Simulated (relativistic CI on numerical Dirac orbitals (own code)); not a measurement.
# Pt⁺: 5p photoemission

Computed with this model: Dirac-Coulomb-Breit CI, separate exchange-only KLI orbitals for each configuration, model QED, valence Slater integrals scaled by 0.8, multiplet model of photoemission in the sudden approximation; configurations [Xe] 4f14 5d9 → [Kr] 4d10 4f14 5s2 5p5 5d9; 80 K; Lorentzian 1.05 eV and Gaussian 0.6 eV FWHM. Energies are those of the free ion, without screening or charge transfer. The energies are binding energies and can lie tens of eV above those of solids. S is read from ⟨S²⟩ = S(S + 1).

Field parameters in Wybourne normalisation: D3d B²₀ = −7Dσ, B⁴₀ = −14Dq − 21Dτ, B⁴₃ = −14√(10/7) Dq; D4h B²₀ = −7Ds, B⁴₀ = 21(Dq − Dt), B⁴₄ = 21√(5/14) Dq; Oh B⁴₀ = 21Dq, B⁴₄ = √(5/14) B⁴₀; Td as Oh with Dq negative (B⁴₀ = 21Dq, B⁴₄ = √(5/14) B⁴₀). The field is a parameter set, without covalency.

free ion: ground-state S = 0.50, centroid 75.08 eV. Peaks (eV, height): 67.8 (100), 70.0 (50), 71.4 (35), 73.2 (60), 85.4 (61), 86.4 (74).

D4h, 10Dq = 13800, Ds = 1820, Dt = -600 cm⁻¹: ground-state S = 0.50, centroid 75.11 eV. Peaks (eV, height): 68.6 (100), 72.8 (41), 84.8 (49), 86.6 (48).

Td, 10Dq = -9000 cm⁻¹: ground-state S = 0.50, centroid 75.08 eV. Peaks (eV, height): 68.2 (100), 73.2 (45), 85.6 (65).

Oh, 10Dq = 25700 cm⁻¹: ground-state S = 0.50, centroid 75.13 eV. Peaks (eV, height): 68.8 (100), 72.8 (35), 75.0 (9), 84.6 (50), 86.6 (38).

Oh, 10Dq = 6500 cm⁻¹: ground-state S = 0.50, centroid 75.09 eV. Peaks (eV, height): 68.0 (100), 73.0 (48), 86.4 (61).

D3d, 10Dq = 19600, Dσ = -930, Dτ = 340 cm⁻¹: ground-state S = 0.50, centroid 75.12 eV. Peaks (eV, height): 68.6 (100), 72.8 (39), 84.8 (48), 86.6 (40).

Strongest unbroadened transitions for free ion:

```tsv
Energy (eV)	Relative strength
67.80	100.0
68.82	45.5
70.15	38.0
71.38	10.1
71.51	12.1
73.11	43.2
73.23	20.9
84.42	0.1
85.15	55.4
86.39	74.4
88.33	0.4
```
